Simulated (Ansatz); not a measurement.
Calculation: frozen-core CCSD(T)/def2-TZVPD // CAM-B3LYP-D3(BJ)/def2-TZVPD (Ansatz, a quantum-chemistry and plane-wave program).

Ansatz 0.2 input:
```yaml
crystal:
  periodic: [false, false, false]
  atoms:
    - { symbol: O, position_ang: [-1.264624, 0.22828, -1.587641] }
    - { symbol: Si, position_ang: [-1.289803, -0.102964, -0.036303] }
    - { symbol: B, position_ang: [0.721376, -0.002478, 0.303525] }
    - { symbol: O, position_ang: [1.560899, -0.161034, 1.391199] }
    - { symbol: O, position_ang: [1.277892, 0.300827, -0.901272] }
    - { symbol: H, position_ang: [-2.072697, 0.83954, 0.854606] }
    - { symbol: H, position_ang: [-1.877272, -1.438539, 0.371239] }
    - { symbol: H, position_ang: [2.474167, -0.023493, 1.11059] }
    - { symbol: H, position_ang: [0.470063, 0.359861, -1.505941] }
basis:
  gaussian: { orbitals: def2-TZVPD }
correlation:
  method: ccsd_t
total_charge: -1
```

Output:

```
Functional definition: HF
1547 factors; integrals over basis functions are off by at most 1.2e-3 eV
mean field evaluation 1: about -14711.9523 eV, gradient 4.2e1 eV
mean field evaluation 2: about -14712.0547 eV, gradient 4.2e1 eV
mean field evaluation 4: about -14715.9225 eV, gradient 5.0e0 eV
mean field evaluation 8: about -14716.0049 eV, gradient 5.0e-1 eV
mean field evaluation 16: about -14711.9526 eV, gradient 4.2e1 eV
mean field -14716.00580915 eV, -540.8032386193 hartree, gradient 1.7e-6 eV, S^2 0.000000; 0 other end points of the search recorded, 0 dependent functions left out
9 core orbitals not correlated
reference -14716.00580915 eV, -540.8032386193 hartree; 15, 15 occupied and 212, 212 virtual orbitals, 1547 factors
second order -26.03004811 eV of doubles, -0.00000000 eV of singles
cycle   1  -25.73178679 eV  change    3.0e-1 eV  update   1.3e-1
cycle   2  -26.38959041 eV  change   -6.6e-1 eV  update   4.3e-2
cycle   3  -26.57651935 eV  change   -1.9e-1 eV  update   2.3e-2
cycle   4  -26.56155649 eV  change    1.5e-2 eV  update   6.3e-3
cycle   5  -26.55277371 eV  change    8.8e-3 eV  update   2.8e-3
cycle   6  -26.55448176 eV  change   -1.7e-3 eV  update   1.0e-3
cycle   7  -26.55460554 eV  change   -1.2e-4 eV  update   3.8e-4
cycle   8  -26.55425842 eV  change    3.5e-4 eV  update   1.6e-4
cycle   9  -26.55417990 eV  change    7.9e-5 eV  update   6.6e-5
cycle  10  -26.55426437 eV  change   -8.4e-5 eV  update   3.2e-5
cycle  11  -26.55422881 eV  change    3.6e-5 eV  update   1.4e-5
cycle  12  -26.55421651 eV  change    1.2e-5 eV  update   6.3e-6
perturbative correction -1.07888240 eV, -0.0396481968 hartree
Total energy: -14743.63890806 eV, -541.8187362738 hartree
```

Cost: roughly 9 core-minutes.
